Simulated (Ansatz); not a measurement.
Two members of one family ((X3Sn)2Y), computed with Ansatz in the gas phase; def2 core potentials for Sn, no spin–orbit coupling. The two geometries come from different levels. Binding counts from free atoms in the multiplicity of their measured ground term, without zero-point energy. A dash marks a value that wasn't run or was left out as unsound. The structures are stationary points that may keep the symmetry of their start. Remarks come from the PBE and PBE0 runs and from stability tests at other levels; not every state was tested. HOMO above LUMO (over both spins in singlets and doublets, within one spin in higher multiplets; at PBE or PBE0), or a gap under 0.15 eV within one spin, warns that the state may not be the lowest or that an electron is smeared out.

First: (F3Sn)2NH (singlet, charge 0, PBE0-D4/def2-SVP geometry).

Cartesian coordinates in Å:
```
Sn 0.688 1.356 -0.217
F 1.831 0.961 -1.694
F -0.004 3.094 -0.648
F 1.637 1.644 1.413
N -1.022 0.282 -0.080
Sn -0.602 -1.602 0.286
F -1.039 -2.441 1.940
F -0.828 -2.987 -1.004
F 1.265 -0.988 0.321
H -1.926 0.681 -0.316
```

```tsv
level	HOMO (eV)	LUMO (eV)	gap (eV)	vertical IE (eV)	vertical triplet (eV)	binding per atom (eV)
PBE-D4/def2-SVP	-7.82	-4.67	3.15	–	–	3.64
PBE-D4/def2-TZVP	-8.09	-4.94	3.14	11.32	3.51	3.70
r2SCAN-D4/def2-TZVP	-8.49	-4.78	3.71	–	3.57	3.57
PBE0-D4/def2-SVP	-9.55	-3.86	5.69	–	–	3.40
PBE0-D4/def2-TZVP	-9.69	-4.05	5.65	11.59	3.73	3.49
```

Remarks: gap within one spin near zero at PBE or PBE0 (+1 doublet).

Second: (H3Sn)2NH (singlet, charge 0, r2SCAN-D4/def2-SVP geometry).

```xyz
10

Sn    1.4229   -1.1164    0.2229
H     2.7802   -0.0540    0.1725
H     0.9460   -1.3845    1.8446
H     1.8055   -2.5789   -0.5876
N    -0.2276   -0.3401   -0.7069
Sn   -1.4087    1.1574    0.0363
H    -0.7252    2.7236   -0.1947
H    -2.9182    1.0683   -0.7720
H    -1.5553    0.8157    1.7064
H    -0.1195   -0.2911   -1.7216
```

Problem. What does the change do? Estimate second minus first.

Solution. 
```csv
level,Δ HOMO (eV),Δ LUMO (eV),Δ gap (eV),Δ vertical IE (eV),Δ vertical triplet (eV),Δ binding per atom (eV)
PBE-D4/def2-SVP,2.47,3.44,0.97,–,–,-1.14
PBE-D4/def2-TZVP,2.54,3.42,0.88,-2.82,0.47,-1.17
r2SCAN-D4/def2-TZVP,2.67,3.59,0.92,–,0.49,-1.05
PBE0-D4/def2-SVP,2.85,3.47,0.61,–,–,-0.93
PBE0-D4/def2-TZVP,2.84,3.32,0.49,-2.98,0.41,-0.99
```
